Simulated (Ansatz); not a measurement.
Ideal-gas functions of CHBr₃, SMILES `BrC(Br)Br` at 298.15 K and 1 bar, from an Ansatz frequency run at PBE0-D4/def2-TZVP.

Molar mass 252.73 g/mol, point group C3v (symmetry number 3), electronic degeneracy 1, moments of inertia 411.04, 411.059, 809.556 u Å². Harmonic wavenumbers (cm⁻¹, unscaled): 153, 153, 227, 549, 680, 680, 1170, 1170, 3200.

Use S(trans) = R[1.5 ln M + 2.5 ln T − 1.1517]; rotational temperatures θ = 24.2544 K / I; S(rot) = R[ln(√π/σ · √(T³/θAθBθC)) + 1.5]; for each mode x = 1.438777 ν̃/T, S = R[x/(eˣ − 1) − ln(1 − e⁻ˣ)] and H = RT x/(eˣ − 1); 1 cm⁻¹ = 0.0119627 kJ/mol; R = 8.31446 J/(mol·K).

Problem. By hand: the entropy, in J/(mol·K).

Solution. Translation 177.9. Rotation: θ = 0.059, 0.059, 0.03 K, giving 117.3. Vibration, mode by mode: 11.02, 11.02, 7.96, 2.29, 1.38, 1.38, 0.20, 0.20, 0.00, in all 35.5. Electronic 0.0. Sum 330.7 J/(mol·K).

Problem. By hand: H − E and G − E in kJ/mol, counted from the electronic energy.

Solution. Zero-point energy ½ × 7982 × 0.0119627 = 47.7; thermal vibration 5.9; translation, rotation and pV give 4 RT = 9.9. H − E = 63.5 kJ/mol, and G − E = 63.5 − 298.15 × 330.7/1000 = -35.1 kJ/mol.

Vibration gives 11 % of the entropy.
